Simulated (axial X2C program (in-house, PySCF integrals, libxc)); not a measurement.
**Spectroscopic constants of SrF⁺**

Calculated with an in-house all-electron X2C program for linear molecules (integrals from PySCF). Spin-free means the one-electron spin-free X2C Hamiltonian; two-component (2c) means X2C with spin–orbit coupling and atomic mean-field two-electron Coulomb and Gaunt terms, so the difference of the two also holds small scalar two-electron terms. Basis: Sr dyall-cv3z [13s12p8d5f1g], F dyall-av3z [7s6p3d2f] (cores contracted in-house); Gaussian nuclei, density fitting, unrestricted open shells. Masses: Sr 87.906 u, F 18.998 u.

Input:
```json
{
 "zs": [
  38,
  9
 ],
 "q": 1,
 "bas": [
  "dyall-cv3z",
  "dyall-av3z"
 ],
 "levels": [
  "PBE0",
  "HF",
  "BP86"
 ],
 "cc": true,
 "r0": 2.49,
 "thr": -1.0,
 "nmax": 90,
 "npts": 10,
 "nst": 2,
 "ntry": 6
}
```
```bash
python so2c.py task.json out
```

Keys: zs atomic numbers; q charge; bas basis sets; levels methods; cc coupled cluster on or off; r0 starting distance in Å; thr threshold in hartree for freezing inner shells (an s shell follows its p shell); nmax most natural virtual spinors; npts points on the curve; nst determinants followed; ntry starts of the search. HF also brings MP2.

State, spin-free: M_S = 0, Λ = 0 (closed shell); electrons by block: σα: 11, σβ: 11, π+α: 5, π+β: 5, π-α: 5, π-β: 5, δ+α: 1, δ+β: 1, δ-α: 1, δ-β: 1. Fragments: Sr+ + F.

State, 2c: Ω = 0 (closed shell); electrons by block: 1/2: 16, -1/2: 16, 3/2: 6, -3/2: 6, 5/2: 1, -5/2: 1. Fragments: Sr+ + F.

| Hamiltonian | level | Re (Å) | ωe (cm⁻¹) | ωexe (cm⁻¹) | Be (cm⁻¹) | αe (cm⁻¹) | De (eV) | D0 (eV) | k (mdyn/Å) | μ (D) |
| --- | --- | --- | --- | --- | --- | --- | --- | --- | --- | --- |
| spin-free | PBE0 | 1.986 | 593.1 | 2.14 | 0.2735 | 0.00143 | 5.78 | 5.74 | 3.24 | -7.21 |
| spin-free | HF | 2.018 | 579.8 | 2 | 0.2651 | 0.00134 | 3.82 | 3.79 | 3.09 | -8.24 |
| spin-free | MP2 | 2.042 | 555.0 | 1.96 | 0.2589 | 0.00135 | 6.12 | 6.08 | 2.84 | n/a |
| spin-free | CCSD | 2.038 | 561.1 | 1.95 | 0.2599 | 0.00134 | 5.65 | 5.62 | 2.9 | n/a |
| spin-free | CCSD(T) | 2.041 | 556.8 | 1.95 | 0.2589 | 0.00134 | 5.80 | 5.77 | 2.85 | n/a |
| spin-free | BP86 | 1.997 | 580.6 | 2.16 | 0.2705 | 0.00146 | 6.10 | 6.07 | 3.1 | -6.93 |
| 2c | PBE0 | 1.986 | 593.1 | 2.14 | 0.2735 | 0.00143 | 5.78 | 5.74 | 3.24 | -7.21 |
| 2c | HF | 2.018 | 579.7 | 2 | 0.2651 | 0.00133 | 3.81 | 3.77 | 3.09 | -8.23 |
| 2c | MP2 | 2.042 | 555.0 | 1.96 | 0.2589 | 0.00135 | 6.11 | 6.07 | 2.84 | n/a |
| 2c | CCSD | 2.038 | 561.1 | 1.95 | 0.2599 | 0.00134 | 5.64 | 5.61 | 2.9 | n/a |
| 2c | CCSD(T) | 2.041 | 556.8 | 1.95 | 0.2589 | 0.00134 | 5.78 | 5.75 | 2.85 | n/a |
| 2c | BP86 | 1.997 | 580.6 | 2.16 | 0.2705 | 0.00145 | 6.10 | 6.07 | 3.1 | -6.92 |

Correlated methods: 8 electrons correlated (number of frozen shells: Sr 4 s, 3 p, 1 d; F 1 s), 262 virtual spin orbitals or spinors in MP2, 86 natural virtuals in coupled cluster.

Dipoles are positive if F is the positive end and refer to the centre of mass.

One determinant describes the state; a PBE0 search over occupations chose it and may have missed a lower one. Closed shells are restricted here (equal orbitals for both partners); the stretched side of such a curve lies too high. Dissociation energies refer to the lowest single-determinant-based atoms at the same level and basis. CCSD and (T) use frozen natural virtuals with an MP2 correction for the truncation; (T) itself is uncorrected, so its De runs slightly low. The 2c atoms are single determinants rather than J levels; their spin–orbit lowering is only partly caught, and De is too large by that part. This holds for PBE0, BP86. Without a current term, density functionals place determinants with orbital angular momentum somewhat too high. The outer-core s and p shells of the metal are frozen in the correlated rows, which leaves out core–valence correlation; for alkali and alkaline-earth bonds that tends to lengthen them. With the outer-core shells frozen, correlated bond lengths of heavy atoms tend to come out a few hundredths of an ångström too long.

Rough cost a point (2c) on 1 thread(s) of a shared host, integrals apart: PBE0 0.3 s, HF 0.2 s, CCSD(T) 1.8 s, BP86 0.24 s.

The whole task took 72 s on 1 thread of Arm Neoverse V1, on a shared host.
